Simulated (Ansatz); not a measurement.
Species: CHS, net charge 0, doublet state. It need not be the lowest isomer of its formula. 
Structure (B3LYP-D3(BJ)/def2-TZVP (Ansatz, an electronic-structure program) minimum search):
```
S
C 1 1.6417
H 1 1.3772 2 103.75
```
Charge 0, spin multiplicity 2.

Basis-set convergence of Hartree-Fock and CCSD correlation energies (hartree) with Ansatz. Cores are frozen in the correlated levels unless marked. Open shells are spin-unrestricted. Spin-orbit coupling is left out. No relativistic terms.

```
basis       functions       E(HF)  E(corr, CCSD)
----------  ---------  ----------  -------------
def2-SVP           37  -435.68650       -0.25213
def2-TZVPP         87  -435.87640       -0.31806
def2-QZVPP        157  -435.88915       -0.33762
```

Extrapolating the two largest sets (X = 3 and 4) as X^-3: E(corr) = (64·(-0.33762) - 27·(-0.31806))/37 = -0.3519 Eh, an estimate of the basis-set limit. The largest set recovers 95.9 % of it, the smallest 71.7 %.
